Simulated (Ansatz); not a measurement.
Consider the ligand exchange at the Si–N bond: `N[Si]Br` + H–F → `F[Si]Br` + NH₃.

Gas-phase electronic energies from Ansatz, PBE0-D4/def2-TZVP geometries. CBS: MP2 limit from def2 TZ/QZ plus the TZ coupled-cluster correction, frozen cores. This one scheme is used for every species. DFT in def2-TZVPP. B3LYP here is the variant with VWN-RPA as its local correlation; programs differ in this. For Br outer-core shells are correlated without core-valence functions, which leaves a few kJ/mol of doubt a bond. Scalar relativity is left out up to krypton. Each species was taken in one conformer, which may not be the lowest.

`N[Si]Br`:

Cartesian coordinates in Å:
```
N 0.526 0.087 -0.427
Si -0.368 0.958 0.727
Br -1.826 -0.692 1.320
H 0.375 -0.874 -0.698
H 1.292 0.520 -0.922
```

H–F:

Cartesian coordinates in Å:
```
F -0.389 -0.242 -0.040
H 0.389 0.242 0.040
```

`F[Si]Br`:

Cartesian coordinates in Å:
```
F -1.253 0.183 0.634
Si 0.160 0.798 0.196
Br 1.093 -0.981 -0.829
```

NH₃:

Z-matrix (Å, degrees):
```
N
H 1 1.013
H 1 1.013 2 107.1
H 1 1.013 2 107.1 3 -114.5
```

```
             level  ΔE (kcal/mol)
        r2SCANh-D4          -13.0
          BHLYP-D4          -13.6
              BLYP          -16.2
             B3LYP          -15.2
           LC-ωPBE          -13.0
      MP2/def2-SVP          -10.5
   CCSD/def2-TZVPP          -12.9
CCSD(T)/def2-TZVPP          -12.6
```

Q: What does CCSD(T)/CBS give? (Estimate.)

A: Ansatz gave: -12.4 kcal/mol. The listed levels differ from it by -0.6, -1.2, -3.8, -2.8, -0.6, 1.9, -0.5, -0.2 kcal/mol.

Largest T1 diagnostic among the species: 0.012.

From r2SCAN to r2SCAN0 (25 % exact exchange), in def2-TZVPP and without D4, ΔE moves by +0.8 kcal/mol. In def2-TZVPP, CCSD(T) changes the Hartree–Fock value by +2.3 kcal/mol (the triples alone add +0.3 kcal/mol) and MP2 by +3.2 kcal/mol. At CCSD(T), def2-SVP lies +1.2 kcal/mol from the extrapolated value and def2-TZVPP −0.2 kcal/mol.
